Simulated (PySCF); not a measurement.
A PySCF script (with the pyscf-properties extension) for the NMR shieldings of `c1(PC)c([PH2+][BH3-])cccc1`, C7H13BP2, on a GFN2-xTB geometry:

```python
import basis_set_exchange as bse
import numpy as np
from pyscf import gto, dft
from pyscf.prop import nmr

atoms = """
B     2.418086   -1.356944    1.184685
P     1.976562   -0.405667   -0.421974
C     0.538109    0.693155   -0.503856
C     0.650837    2.070753   -0.369363
C    -0.485635    2.860192   -0.408709
C    -1.732200    2.279336   -0.582119
C    -1.850746    0.904835   -0.698331
C    -0.719058    0.105158   -0.644439
P    -0.734768   -1.719982   -0.727252
C    -1.471504   -2.052660    0.934129
H     3.528605   -1.738139    0.983182
H     1.623967   -2.231578    1.318176
H     2.344796   -0.506411    2.021579
H     2.952286    0.530290   -0.756197
H     1.924393   -1.013604   -1.669772
H     1.626672    2.520079   -0.242018
H    -0.399341    3.932276   -0.310980
H    -2.614791    2.900233   -0.624758
H    -2.823745    0.451359   -0.831079
H    -1.948288   -1.811058   -1.429615
H    -2.354414   -1.438593    1.105637
H    -1.735811   -3.107539    0.992127
H    -0.718765   -1.838507    1.691027
"""
names = dict.fromkeys(["B", "P", "C", "H"], "pcSseg-1")
basis = {el: gto.basis.parse(bse.get_basis(n, elements=[el], fmt="nwchem")) for el, n in names.items()}
mol = gto.M(atom=atoms, basis=basis, charge=0, verbose=0)
mf = dft.RKS(mol, xc="PBE0")
mf.grids.level = 2
mf.grids.alignment = dft.numint.BLKSIZE   # the property module wants whole blocks of grid points
mf.conv_tol = 1e-9
mf.kernel()

calc = nmr.RKS(mf)   # GIAO
C = mf.mo_coeff
Co = C[:, mf.mo_occ > 0]
resp = mf.gen_response(singlet=True, hermi=2)
def vind(x):   # induced exchange potential for any number of trial vectors
    d = np.einsum("pi,xij,qj->xpq", C, 2 * x.reshape(-1, C.shape[1], Co.shape[1]), Co, optimize=True)
    return np.einsum("xpq,pi,qj->xij", resp(d - d.transpose(0, 2, 1)), C, Co, optimize=True).ravel()
mo1, _ = nmr.rhf.solve_mo1(calc, with_cphf=vind)
sigma = calc.kernel(mo1)
for i, s in enumerate(sigma):   # ppm
    print("%2d %-2s %9.2f" % (i, mol.atom_pure_symbol(i), np.trace(s) / 3))
```

**Question.** What are the results?

**Answer.** 
```
 0 B     147.86
 1 P     397.71
 2 C      45.73
 3 C      49.08
 4 C      52.20
 5 C      49.49
 6 C      45.82
 7 C      36.06
 8 P     418.99
 9 C     172.22
10 H      30.59
11 H      30.51
12 H      30.61
13 H      26.65
14 H      25.55
15 H      23.94
16 H      24.07
17 H      23.97
18 H      23.76
19 H      27.44
20 H      30.22
21 H      30.51
22 H      29.79
```

These numbers come from an equivalent density-fitted implementation of the same equations, which agrees with the script to about 0.01 ppm for H and up to a few tenths of a ppm for heavy atoms, so last digits may differ.

Size and cost of the density-fitted run: 249 basis functions, 65 s wall time on 1 thread of an x86-64 server CPU, shared host.
